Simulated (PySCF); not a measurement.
Te(Br)(OMe) (CH₃BrOTe), SMILES Br[Te]OC.

Coordinates come from a B3LYP-D3(BJ)/def2-SVP optimisation. This is a generated structure with no PubChem entry under its InChIKey; it may be hypothetical. The def2 effective core potentials stand for the cores of Te; spin–orbit coupling is left out. The values are those of a single conformer.

Method: PySCF 2.14.0 with TDA-CAM-B3LYP/def2-SVPD.

Vertical excitations. 

| state | energy (eV) | λ (nm) | f | main pairs |
|---|---|---|---|---|
| S1 | 2.28 | 543 | 0.001 | HOMO→LUMO 98 % |
| S2 | 3.10 | 400 | 0.001 | HOMO→LUMO+1 96 % |
| S3 | 4.50 | 276 | 0.005 | HOMO−2→LUMO 82 %, HOMO−1→LUMO 14 % |
| S4 | 4.73 | 262 | 0.008 | HOMO−3→LUMO 48 %, HOMO−1→LUMO 39 %, HOMO−2→LUMO 8 % |
| S5 | 5.09 | 244 | 0.002 | HOMO−1→LUMO+1 81 % |
| S6 | 5.16 | 240 | 0.034 | HOMO−3→LUMO 41 %, HOMO−1→LUMO 26 %, HOMO−2→LUMO+1 20 % |
| S7 | 5.80 | 214 | 0.019 | HOMO−4→LUMO 78 %, HOMO−2→LUMO+1 13 % |
| S8 | 5.97 | 208 | 0.075 | HOMO→LUMO+2 93 % |
| S9 | 6.03 | 206 | 0.000 | HOMO−3→LUMO+1 89 % |
| S10 | 6.10 | 203 | 0.023 | HOMO−2→LUMO+1 49 %, HOMO−4→LUMO 15 %, HOMO−5→LUMO 11 %, HOMO−4→LUMO+1 10 % |
| T1 | 1.58 | 783 | 0 | HOMO→LUMO 98 % |
| T2 | 2.28 | 544 | 0 | HOMO→LUMO+1 95 % |
| T3 | 3.95 | 314 | 0 | HOMO−2→LUMO 86 % |
| T4 | 4.11 | 302 | 0 | HOMO−1→LUMO 72 % |
Triplets are in the Tamm–Dancoff approximation.
